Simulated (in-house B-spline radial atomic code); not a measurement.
**BSE on G0W0@HF excitations of F VI (F5+)**

Method: BSE on G0W0@HF. Computed with an all-electron radial atomic-structure program (B-spline basis): linear response of the closed shell [He] 2s2 with a statically screened interaction on G0W0 levels; non-relativistic, point nucleus, no spin-orbit coupling, no double excitations, S, P, D and F terms only.

Command:
```bash
python run_td.py task.json out
```
Settings (radii: box in bohr, nucleus in fm):
```
Z                        9
electrons                4
configuration            [He] 2s2
hamiltonian              nr
method                   bse
box_radius               16.35
intervals                48
```

Time taken, with all properties: 0.2 s on 1 thread of Intel(R) Xeon(R) 6975P-C (Granite Rapids) (shared host).

The lowest states, in the order of their Tamm-Dancoff energies; the method's threshold (minus the highest G0W0 level) is 156.46 eV. Labels give the largest channel, * marks a mixed state, and oscillator strengths are full-response dipole values. Energies in eV:

```tsv
state	full response	Tamm-Dancoff	oscillator strength
2s → 2p 3P	?	?	-
2s → 2p 1P	21.985	23.669	0.415
2s → 3s 3S	92.59	92.61	-
2s → 3s 1S	95.24	95.27	-
2s → 3p 3P	97.80	97.80	-
2s → 3p 1P	98.72	98.73	0.453
2s → 3d 3D	100.50	100.50	-
2s → 3d 1D	102.34	102.35	-
2s → 4s 3S	122.17	122.18	-
2s → 4s 1S	?	?	-
```

Question: Where does 2s → 2p 3P lie?

Answer: At 10.447 eV in full response, 11.150 eV in Tamm-Dancoff.

Question: Where does 2s → 4s 1S lie?

Answer: At 123.00 eV in full response, 123.01 eV in Tamm-Dancoff.

Question: How large is the singlet-triplet splitting of 2s → 2p (P terms) in Tamm-Dancoff?

Answer: 12.5 eV, from the unrounded values.

Question: What polarisabilities and dispersion coefficient does the method give?

Answer: Dipole 0.6936 bohr³, quadrupole 0.1999 bohr⁵, C6 0.3316 hartree·bohr⁶ for two such species.
